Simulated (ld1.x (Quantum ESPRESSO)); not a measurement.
## antimony (Sb), TM: configuration errors across variants

- Element: Sb
- Generator: ld1.x (Quantum ESPRESSO) 7.5
- Type: norm-conserving Troullier–Martins (Kleinman–Bylander form)
- Functional: LDA (PZ)
- Relativity: scalar-relativistic
- Frozen core: [Kr] 4d10
- Valence charge: 5
- Reference configuration: 5s1 5p4
- Partial waves: 5s (bound): rc 1.85 bohr; 5p (bound): rc 1.90 bohr
- Local potential: all-electron potential smoothed inside 1.65 bohr (lloc = -1)
- Core correction: Bessel-smoothed model core inside 0.90 bohr

All-electron excitation energies from the reference (eV): (1) 5s2 5p3 -8.209; (2) 5s2 5p2 0.312; (3) 5s2 5p1 16.565; (4) 5s2 5p2.5 -4.854; (5) 5s1 5p0 86.166; (6) 5s1 5p3 9.130; (7) 5s2 5p0 41.350; (8) 5s1 5p4 spin -1.156; (9) 5s2 5p3 spin -9.301.

Spin tests fill each open shell by Hund’s rule, majority spin first.

Tests that are not counted but printed errors over 1 eV. “local potential the p channel”: 5s1 5p0 (solver errors, printed error -6.6 eV).

3 further variants failed, have other tests or another functional or relativity, and are left out.

A true bound ghost makes a file unfit for plane-wave use even where its test errors are small: the radial tests pick states by their node count and pass the ghost by. Where a test does run into it, the solver fails or the error is huge.

Errors AE − PS in meV (a dash: test not solved or not reliable):

```csv
change,(1),(2),(3),(4),(5),(6),(7),(8),(9),bound ghosts
base,-6.7,-5.0,-13,-6.2,-381,-0.6,-96,-4.3,-6.1,"s, d"
"all radii but the core radius scaled by about 1.23 (s 2.28, p 2.34 bohr); local potential all-electron potential smoothed inside 2.04 bohr (lloc = -1)",-11,-11,-16,-11,-268,-2.6,-59,-6.0,-8.1,d
local potential all-electron potential smoothed inside 1.92 bohr (lloc = -1),-3.7,-5.0,-6.6,-4.7,-121,-0.8,-23,-3.4,-2.5,"s, d"
local potential the p channel,+0.8,-5.1,+6.2,-2.8,–,+0.7,+79,-2.0,+3.6,s
wave 5s (bound): rc 1.85 bohr becomes 5s (bound): rc 2.16 bohr,-8.5,-6.6,-14,-8.0,-381,-0.6,-94,-6.5,-7.9,"s, d"
wave 5p (bound): rc 1.90 bohr becomes 5p (bound): rc 1.88 bohr,-6.7,-5.0,-13,-6.2,-381,-0.6,-96,-4.3,-6.1,"s, d"
"type ultrasoft; waves now 5s (bound): rcut 1.60, rcutus 1.85 bohr; 5s channel at -0.35 Ry: rcut 1.60, rcutus 1.85 bohr; 5p (bound): rcut 1.65, rcutus 1.90 bohr; 5p channel at 4.55 Ry: rcut 1.65, rcutus 1.90 bohr; local potential all-electron potential smoothed inside 1.40 bohr (lloc = -2); augmentation built from norm-conserving waves at rcut, not smoothed further",-7.8,-3.8,-21,-5.0,-430,-7.1,-108,-14,-16,d
core correction Bessel-smoothed model core inside 1.48 bohr,-6.7,-5.0,-13,-6.2,-381,-0.6,-96,-3.9,-6.0,"s, d"
```

Task: Give the same row for: core correction none.

Result: +14, +14, +35, +12, +405, +8.3, +92, +433, +197; bound ghosts: s, d.
